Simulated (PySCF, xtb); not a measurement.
YCl₂, SMILES [Y]([Cl])[Cl] (connectivity only; charge and spin as stated), neutral, multiplicity 2.

Harmonic wavenumbers (cm⁻¹) from GFN2-xTB in xtb at its own minimum, in rising order: 94, 243, 275.

### Question
What does B3LYP-D3(BJ)/def2-TZVP run with PySCF give at its own minimum? (Estimate from the structure and the level; the computed values follow.)

### Answer
60, 342, 369. Paired by order, the mean absolute difference is 76 cm⁻¹ and the zero-point energies are 0.9 and 1.1 kcal/mol.
